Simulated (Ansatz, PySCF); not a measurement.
This Ansatz (a program for electronic structure) input computes a BLYP/def2-TZVPD energy:

Ansatz 0.2 input:
```yaml
crystal:
  periodic: [false, false, false]
  atoms:
    - {symbol: Sn, position_ang: [-0.00349532, -0.01260940, 0.62871775]}
    - {symbol: Cl, position_ang: [1.19244980, 1.38873918, -0.89050383]}
    - {symbol: Cl, position_ang: [-1.18216943, -1.35165270, -0.95866602]}
basis:
  gaussian:
    orbitals: def2-TZVPD
hamiltonian:
  xc: {name: BLYP}
output: {forces: true}
```

**Question.** Write an input for the same energy in PySCF and say what it gives.

**Answer.** 
```python
from pyscf import gto, scf, dft

mol = gto.M(
    atom='''
    Sn   -0.00349532   -0.01260940    0.62871775
    Cl    1.19244980    1.38873918   -0.89050383
    Cl   -1.18216943   -1.35165270   -0.95866602
    ''',
    basis='def2-tzvpd',
    ecp='def2-tzvp',
    charge=0,
    spin=0,
    verbose=4,
)

mf = dft.RKS(mol, xc='blyp').density_fit(auxbasis='def2-universal-jkfit')
mf.grids.level = 3
mf.conv_tol = 1e-9
mf.max_cycle = 100
mf.max_memory = 1500
mf.kernel()
if not mf.converged:
    mf = mf.newton()
    mf.kernel(mf.make_rdm1())
mf.analyze()
```
It gives -1134.80190 Eh, and Ansatz -1134.80188 Eh, a difference of 0.02 mEh, from the treatment of integrals and grids.
